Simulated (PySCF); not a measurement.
## Excitation energy of Sc by level of theory

Sc [Ar] 3d1 4s2 (2D) → Sc [Ar] 3d1 4s1 5s1 (4D), as a difference of total energies. All numbers are calculated (PySCF 2.14, the spin-free X2C one-electron Hamiltonian (Gaussian nucleus), in x2c-TZVPPall with one added diffuse shell each of s, p, d, f type (7s6p5d3f1g, 80 functions)). Correlated levels: valence and next inner shell: [Ne] frozen. The calculations carry no spin-orbit coupling.

| method | excitation energy (eV) |
| --- | --- |
| UHF | 3.275 |
| MP2 (valence and next inner shell) | 4.123 |
| SCS-MP2 (valence and next inner shell) | 4.251 |
| CCSD (valence and next inner shell) | 4.179 |
| CCSD(T) (valence and next inner shell) | 4.263 |

**Question.** How much does correlation contribute at CCSD(T) (valence and next inner shell)?

**Answer.** 4.263 − (3.275) = 0.988 eV, measured against UHF.

The promoted electron is Rydberg-like, and one or two diffuse shells describe it only roughly, which tends to raise the upper state.
